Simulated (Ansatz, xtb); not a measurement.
# Two isomers of C4H5FSi

Structure X is `FC1=C[SiH2]C=C1`, a singlet and structure Y is `C#C/C=C\[SiH2]F`, a singlet. Both are isolated molecules in the gas phase, relaxed with PBE-D3(BJ)/def2-SVP; the shapes shown needn't be the lowest conformers.

X (Å):

```yaml
atoms:
  - { symbol: C, position_ang: [-1.0908, -0.7651, 1.0509] }
  - { symbol: C, position_ang: [-0.9460, -1.4150, -0.1322] }
  - { symbol: C, position_ang: [1.2997, -0.4982, 1.1367] }
  - { symbol: C, position_ang: [0.1135, -0.2604, 1.7546] }
  - { symbol: F, position_ang: [-2.2696, -0.5351, 1.6535] }
  - { symbol: Si, position_ang: [0.8985, -1.4294, -0.4592] }
  - { symbol: H, position_ang: [-1.7995, -1.8100, -0.6977] }
  - { symbol: H, position_ang: [1.3099, -0.6840, -1.7005] }
  - { symbol: H, position_ang: [1.5042, -2.8065, -0.5109] }
  - { symbol: H, position_ang: [2.2623, -0.1743, 1.5574] }
  - { symbol: H, position_ang: [-0.0159, 0.2663, 2.7153] }
```

Y (Å):

```xyz
11

C     0.3025   -0.9010    2.2253
C     0.8838   -0.9261    1.1444
C     1.5548   -0.9317   -0.1111
C     1.7526    0.1923   -0.8534
F     1.6007    2.9506   -1.4857
Si    1.1639    1.8868   -0.3111
H    -0.2093   -0.8797    3.1775
H     1.9189   -1.9132   -0.4687
H     2.2843    0.0908   -1.8161
H    -0.3306    1.9317   -0.1760
H     1.8218    2.3128    0.9693
```

Q: Estimate E(Y) − E(X) at the level CCSD(T)/def2-SVP + ΔMP2/def2-TZVPP.

A: Calculated at CCSD(T)/def2-SVP + ΔMP2/def2-TZVPP: E(Y) − E(X) = −0.435 eV, so structure Y lies lower.

The same difference at several levels:

```tsv
level	geometry	E(Y) − E(X) (eV)	departure from the last row (eV)	job, with rough time for the two
GFN2-xTB	GFN2-xTB	−0.644	−0.209	optimisation, 0.24 s
HF/STO-3G	GFN2-xTB	+1.625	+2.060	single point, 0.55 s
r2SCAN-D4/def2-SVP	GFN2-xTB	+0.048	+0.483	single point, 4.5 s
PBE-D3(BJ)/def2-SVP	PBE-D3(BJ)/def2-SVP	+0.141	+0.576	optimisation, 29 s
HF/def2-SVP	PBE-D3(BJ)/def2-SVP	−0.382	+0.053	part of the CCSD(T) run
MP2/def2-SVP	PBE-D3(BJ)/def2-SVP	−0.398	+0.037	part of the CCSD(T) run
CCSD(T)/def2-SVP	PBE-D3(BJ)/def2-SVP	−0.281	+0.154	single point
CCSD(T)/def2-SVP + ΔMP2/def2-TZVPP	PBE-D3(BJ)/def2-SVP	−0.435		single point, 47 s
```

As drawn, Y has 1 C≡C, 1 F–Si in place of 1 C–F, 1 C=C, 1 C–Si. Structure X has a 5-membered ring, Y no ring.

HF/STO-3G, r2SCAN-D4/def2-SVP, PBE-D3(BJ)/def2-SVP put the two in the other order. The largest departure from CCSD(T)/def2-SVP + ΔMP2/def2-TZVPP is that of HF/STO-3G, 2.060 eV. The last row adds to CCSD(T) the change of the MP2 difference between the two basis sets, here −0.154 eV, a large step that makes the value less sure.

With thermal terms from frequencies at re-optimised GFN2-xTB minima (ideal gas, soft modes damped towards free rotors, one conformer each, 298.15 K, 1 atm): on the last row, ΔE + ΔZPE = −0.507, ΔH = −0.461, ΔG = −0.578 eV.

The correlated steps freeze 10 core orbitals. Codes used: Ansatz 0.2.0, xtb 6.7.1; the last row on 2 threads of Intel(R) Xeon(R) Processor @ 2.70GHz on a shared host.
